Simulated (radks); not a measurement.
Q: The oxygen anion O-, [He] 2s2 2p5, held by a Watson sphere: a shell of charge +1.06 at radius R that stands for the Madelung well of a crystal (potential energy -1.06/R inside, -1.06/r outside, in hartree with lengths in bohr). Method: scalar-relativistic Kohn-Sham, r2SCAN, spin-unpolarised, spherical densities, finite nucleus; meta-GGA in the generalised Kohn-Sham scheme; Fermi nuclear charge, rms radius of each element as measured or else 0.836 A^(1/3) + 0.57 fm; computed with a radial shooting solver on a logarithmic mesh with Libxc functionals.

R (bohr)  e(1s) (eV)  e(2s) (eV)  e(2p) (eV)  <r> 2p (bohr)  sum of <r^2> (bohr^2)  X-ray form factor at sin(theta)/lambda = 0.3 1/angstrom
1.77         -517.27     -25.405      -9.585          1.344                  15.40                                                    4.177
1.87         -517.20     -25.056      -9.297          1.357                  15.69                                                    4.158
2.4          -516.53     -23.447      -7.889          1.412                  17.03                                                    4.099
2.71         -516.06     -22.677      -7.172          1.437                  17.68                                                    4.086
2.96         -515.67     -22.132      -6.651          1.453                  18.13                                                    4.080
3.67         -514.66     -20.874      -5.416          1.488                  19.18                                                    4.074
3.72         -514.59     -20.798      -5.341          1.490                  19.25                                                    4.074

Estimate the row for R = 3.35 bohr.

A: e(1s) (eV) -515.10; e(2s) (eV) -21.394; e(2p) (eV) -5.931; <r> 2p (bohr) 1.474; sum of <r^2> (bohr^2) 18.75; X-ray form factor at sin(theta)/lambda = 0.3 1/angstrom 4.076.
